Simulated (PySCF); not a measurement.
**Partial charges of `C=CCC(=O)/C(Cl)=C\[SiH2]C`**

C7H11ClOSi.
Geometry (GFN2-xTB, Å), atoms numbered from 1 in this order:
```
atom  x, y, z in Å
C1    -3.7715    0.1731   -1.0753
C2    -2.8740    0.5981   -0.2074
C3    -2.1795   -0.3009    0.7789
C4    -0.7249   -0.3704    0.3930
O5    -0.2733   -1.3013   -0.2468
C6     0.1681    0.7360    0.7554
Cl7   -0.4825    2.0360    1.7158
C8     1.4354    0.7093    0.3535
Si9    2.0857   -0.7430   -0.6819
C10    3.9042   -0.2507   -0.9890
H11   -4.0708   -0.8608   -1.1234
H12   -4.2507    0.8428   -1.7685
H13   -2.5814    1.6383   -0.1750
H14   -2.2799    0.1083    1.7856
H15   -2.6038   -1.3042    0.7322
H16    2.0930    1.5222    0.6206
H17    2.1104   -1.9704    0.1124
H18    1.4253   -0.7803   -1.9860
H19    4.4648   -0.1598   -0.0626
H20    3.9913    0.6955   -1.5160
H21    4.4049   -1.0005   -1.5930
```

Density: PBE0/pcSseg-1 (PySCF); schemes: Mulliken, IAO, Hirshfeld and ESP-fitted. Isolated species at its GFN2-xTB geometry (one conformer only).

Question: For which atoms does the sign change between the 4 schemes (beyond +0.03 e in one, beyond −0.03 e in another)?

Answer: C2. Atomic charges aren't observables, and each scheme defines them in its own way.

Question: Do the Mulliken, IAO, Hirshfeld and ESP-fitted schemes agree on where the charge is highest?

Answer: The schemes don't all agree: Mulliken Si9 (+0.740); IAO Si9 (+0.794); Hirshfeld Si9 (+0.320); ESP-fitted C4 (+0.723).

Question: Give the atomic charges in each scheme.

Answer: In e:

| atom | environment | Mulliken | IAO | Hirshfeld | ESP-fitted |
| --- | --- | --- | --- | --- | --- |
| C1 | terminal =CH2 carbon | -0.124 | -0.307 | -0.094 | -0.527 |
| C2 | alkene CH carbon | -0.251 | -0.132 | -0.041 | +0.065 |
| C3 | sp3 carbon next to a carbonyl | -0.159 | -0.309 | -0.084 | -0.333 |
| C4 | ketone carbonyl carbon | +0.328 | +0.374 | +0.165 | +0.723 |
| O5 | ketone oxygen | -0.404 | -0.390 | -0.161 | -0.516 |
| C6 | vinylic C–Cl carbon | -0.224 | -0.067 | +0.002 | -0.291 |
| Cl7 | vinyl chlorine | -0.081 | -0.041 | -0.002 | -0.042 |
| C8 | alkene CH carbon | -0.242 | -0.364 | -0.111 | -0.199 |
| Si9 | SiH2 silicon | +0.740 | +0.794 | +0.320 | +0.696 |
| C10 | Si-methyl carbon | -0.647 | -0.735 | -0.227 | -0.845 |
| H11 | vinylic hydrogen | +0.115 | +0.149 | +0.050 | +0.220 |
| H12 | vinylic hydrogen | +0.122 | +0.158 | +0.052 | +0.200 |
| H13 | vinylic hydrogen | +0.129 | +0.150 | +0.033 | +0.086 |
| H14 | methylene hydrogen | +0.169 | +0.166 | +0.040 | +0.108 |
| H15 | methylene hydrogen | +0.144 | +0.165 | +0.055 | +0.134 |
| H16 | vinylic hydrogen | +0.125 | +0.176 | +0.057 | +0.183 |
| H17 | Si–H hydrogen | -0.067 | -0.118 | -0.081 | -0.121 |
| H18 | Si–H hydrogen | -0.066 | -0.116 | -0.080 | -0.114 |
| H19 | methyl hydrogen | +0.128 | +0.147 | +0.035 | +0.187 |
| H20 | methyl hydrogen | +0.128 | +0.147 | +0.035 | +0.186 |
| H21 | methyl hydrogen | +0.135 | +0.152 | +0.037 | +0.197 |

Mean size of the charges over all atoms: ESP-fitted 0.285 e, IAO 0.246 e, Mulliken 0.216 e, Hirshfeld 0.084 e. Each set sums to the total charge, 0, to within 0.001 e. The Hirshfeld scheme weights the molecular density at each point by an atom's share of the summed free-atom densities. The Mulliken scheme gives each basis function's population to the atom it is centred on and halves the overlap population of two atoms between them.

Question: Sum the charges by element, for elements with more than one atom.

Answer: 
```
element  atoms  Mulliken     IAO  Hirshfeld  ESP-fitted
      C      7    -1.318  -1.540     -0.390      -1.408
      H     11    +1.064  +1.176     +0.234      +1.269
```

Question: How many electrons does the Hirshfeld scheme count on C6?

Answer: Z − q = 6 − (+0.002) = 5.998.

These values come from a run that also computed NMR shieldings. On one thread of an Arm Neoverse N1, no GPU, on a shared host, this took 1.9 min wall (with the writing of density and orbital grids) and 1.1 GiB of memory at its peak.
